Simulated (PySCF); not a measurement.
## Electron correlation in Lu²⁺ (lutetium, charge +2)

[Xe] 4f14 6p1, 2P determinant (an excited configuration). Computed with PySCF 2.14 in x2c-TZVPPall with one added diffuse shell each of s, p, d type (12s8p8d2f2g, 108 functions), with the spin-free X2C one-electron Hamiltonian (Gaussian nucleus). Frozen: [Ar] 3d10; 41 electrons correlated.

MP2 pair energies summed by pair of shells (mhartree):

```
 pair   energy  share (%)
4f-4f  -305.38       31.0
4f-5p  -227.08       23.0
5p-5p  -112.98       11.5
4d-4d   -84.95        8.6
4d-4f   -67.99        6.9
4f-5s   -31.00        3.1
4p-4f   -29.43        3.0
4d-5s   -18.46        1.9
5s-5p   -17.96        1.8
4s-4d   -15.78        1.6
4d-5p   -14.28        1.4
4p-4d   -13.84        1.4
5p-6p   -12.26        1.2
4f-6p    -7.43        0.8
4p-4p    -7.04        0.7
5s-5s    -5.29        0.5
4p-5p    -5.18        0.5
4s-4f    -3.27        0.3
4s-4p    -1.56        0.2
4p-5s    -1.42        0.1
4s-4s    -1.09        0.1
4s-5s    -0.51        0.1
5s-6p    -0.43        0.0
4s-5p    -0.27        0.0
4d-6p    -0.23        0.0
4p-6p    -0.08        0.0
```

Total MP2 correlation energy: -985.22 mhartree.

Same-spin part -375.15 and opposite-spin part -610.07 mhartree; SCS-MP2 scales them by 1/3 and 6/5 to -857.13 mhartree.

This basis was not built for core-valence correlation, so the inner-shell part is incomplete.
